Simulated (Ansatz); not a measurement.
Input file for Ansatz (a program for electronic structure): R-PBE/def2-TZVPP on C2H7N (SMILES CNC).

Ansatz 0.2 input:
```yaml
crystal:
  periodic: [false, false, false]
  atoms:
    - {symbol: C, position_ang: [1.19730132, 0.18362784, 0.12789783]}
    - {symbol: N, position_ang: [-0.00953824, 0.20780950, -0.67208672]}
    - {symbol: C, position_ang: [-1.21237126, -0.08731957, 0.07830742]}
    - {symbol: H, position_ang: [1.36849986, -0.76989329, 0.67979174]}
    - {symbol: H, position_ang: [1.16187329, 0.98806592, 0.88302800]}
    - {symbol: H, position_ang: [2.07791941, 0.36976440, -0.50700513]}
    - {symbol: H, position_ang: [0.07912230, -0.43753630, -1.45504945]}
    - {symbol: H, position_ang: [-1.18990782, -1.05756311, 0.62714042]}
    - {symbol: H, position_ang: [-2.08579158, -0.09841132, -0.59269467]}
    - {symbol: H, position_ang: [-1.38710729, 0.70145594, 0.83057055]}
basis:
  gaussian:
    orbitals: def2-TZVPP
hamiltonian:
  xc: {name: PBE}
scf: {lower_state_search: off}
```

Program output:

```
WARN ansatz: RAYON_NUM_THREADS=8 ignored (pool sized by the plan → 8); use --threads N
Functional definition: PBE
these checks for a lower state are left out or cut short: stability, starts, cluster_reference, orbital_swaps, neighbouring_geometries, increment
integrals: 0.07 GiB planned
928 factors; their error is unknown
mean field: 0.75 GiB planned
mean field evaluation 1: about -3661.8122 eV, gradient 7.4e1 eV
mean field evaluation 2: about -3629.2850 eV, gradient 1.3e2 eV
mean field evaluation 4: about -3674.0913 eV, gradient 1.2e1 eV
mean field evaluation 8: about -3674.3622 eV, gradient 2.6e-1 eV
mean field evaluation 16: about -3674.3368 eV, gradient 1.1e-4 eV
mean field -3674.33682678 eV, -135.0293878294 hartree, gradient 4.5e-7 eV, S^2 0.000000; 0 other end points of the search recorded, 0 dependent functions left out
reference -3674.33686549 eV, -135.0293892516 hartree; 13, 13 occupied and 178, 178 virtual orbitals, 928 factors
Total energy: -3674.33686549 eV, -135.0293892516 hartree
Checks for a lower state left out: stability, starts, cluster_reference, orbital_swaps, neighbouring_geometries, increment
```

Self-consistency was reached.

Cost: around 1.7 core-seconds (rough).
